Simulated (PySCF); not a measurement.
Compound: C₅H₈SSi.
SMILES with atom numbers: `[CH2:1]=[CH:2]/[CH:3]=[C:4](\[SiH3:5])[CH:6]=[S:7]` (hydrogens: H8, H9 on C1; H10 on C2; H11 on C3; H12, H13, H14 on Si5; H15 on C6)

Computed with BHandHLYP/def2-SV(P) geometry optimisation, gas phase (PySCF).

Task: Give the optimised bond lengths and angles.

Result: 
```csv
bond,length (Å)
C1=C2,1.336
C2–C3,1.448
C3=C4,1.357
C4–Si5,1.894
C4–C6,1.451
C6=S7,1.622
C1–H8,1.087
C1–H9,1.089
C2–H10,1.085
C3–H11,1.092
"Si5–H12, Si5–H13, Si5–H14",1.483
C6–H15,1.095
```

Bonds in one row agree within 0.01 Å and their mean is given. A selection of angles:
```csv
angle,degrees
C2–C1–H8,121.4
C2–C1–H9,121.5
H8–C1–H9,117.1
C1–C2–C3,122.2
C1–C2–H10,119.5
C3–C2–H10,118.3
C2–C3–C4,128.5
C2–C3–H11,114.2
C4–C3–H11,117.3
C3–C4–Si5,126.7
C3–C4–C6,116.5
Si5–C4–C6,116.9
C4–Si5–H12,110.7
C4–Si5–H13,108.9
H12–Si5–H13,107.9
H12–Si5–H14,110.6
C4–C6–S7,125.8
C4–C6–H15,115.2
S7–C6–H15,119.0
```

Torsions: C1–C2–C3–C4 180° (antiperiplanar); C2–C3–C4–Si5 0° (synperiplanar); C3–C4–C6–S7 180° (antiperiplanar).

The C–C distances run from 1.336 Å (C1=C2, drawn double) to 1.451 Å (C4–C6, drawn single), a spread of 0.115 Å. The 7 heavy atoms lie in one plane (0.003 Å rms). Of the pairs four or more bonds apart, H11···H15 is among the closest relative to their van der Waals radii: 2.18 Å, 91 % of the sum of Bondi's values. Si5 (SiH3 silicon) is tetrahedral (angles from 107.9° to 110.7°).

Point group: Cs (every atom within 0.08 Å of its image). No BHandHLYP/def2-SV(P) frequencies stand behind this structure, so it isn't proved a minimum. One conformer, not necessarily the lowest.
